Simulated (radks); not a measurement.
Question: Species: Pb3+. Configuration: [Xe] 4f14 5d10 6s1 (the NIST ground configuration). All-electron calculation, non-relativistic Kohn-Sham, BLYP, spin-polarised, spherical densities, point nucleus; open shells are filled with parallel spins first (spin-orbit coupling, left out, can overturn this in heavy ions); relativity is left out, which matters for an element this heavy. Program: a radial shooting solver on a logarithmic mesh with Libxc functionals. Some entries of the table are withheld. Estimate them.

| orbital | occ. | eigenvalue (eV) | <r> (bohr) | <r^2> (bohr^2) |
|---|---|---|---|---|
| 1s up | 1 | -79030.00 | 0.01846 | 0.0004551 |
| 1s down | 1 | -79029.98 | 0.01846 | 0.0004551 |
| 2s up | 1 | -13337.68 | 0.07762 | 0.007058 |
| 2s down | 1 | -13337.67 | 0.07762 | 0.007058 |
| 2p up | 3 | -12845.46 | 0.06555 | 0.005200 |
| 2p down | 3 | -12845.45 | 0.06555 | 0.005200 |
| 3s up | 1 | -3199.926 | 0.1952 | 0.04341 |
| 3s down | 1 | -3199.911 | 0.1952 | 0.04341 |
| 3p up | 3 | -2965.614 | 0.1858 | 0.03986 |
| 3p down | 3 | -2965.599 | 0.1858 | 0.03986 |
| 3d up | 5 | -2528.055 | 0.1619 | 0.03057 |
| 3d down | 5 | -2528.042 | 0.1619 | 0.03057 |
| 4s up | 1 | -729.0767 | 0.4268 | 0.2050 |
| 4s down | 1 | -729.0500 | 0.4268 | 0.2050 |
| 4p up | 3 | -626.2417 | 0.4294 | 0.2091 |
| 4p down | 3 | -626.2140 | 0.4294 | 0.2091 |
| 4d up | 5 | -436.3463 | 0.4337 | 0.2167 |
| 4d down | 5 | -436.3173 | 0.4337 | 0.2167 |
| 4f up | 7 | -179.1049 | 0.4441 | 0.2351 |
| 4f down | 7 | -179.0734 | 0.4441 | 0.2351 |
| 5s up | 1 | -141.6220 | 0.9485 | 1.008 |
| 5s down | 1 | -141.5493 | 0.9481 | 1.006 |
| 5p up | 3 | -107.1307 | 1.018 | 1.167 |
| 5p down | 3 | -107.0371 | 1.017 | 1.165 |
| 5d up | 5 | -51.4083 | (1) | 1.841 |
| 5d down | 5 | -51.1733 | (2) | 1.822 |
| 6s up | 1 | -33.5569 | 2.323 | 6.008 |
| 6s down | 0 | -32.7884 | 2.333 | 6.068 |
| 6p up | 0 | -25.8504 | (3) | 7.883 |
| 6p down | 0 | -25.1612 | (4) | 8.046 |

Answer: 
(1) 5d up <r> (bohr): 1.264
(2) 5d down <r> (bohr): 1.258
(3) 6p up <r> (bohr): 2.658
(4) 6p down <r> (bohr): 2.685
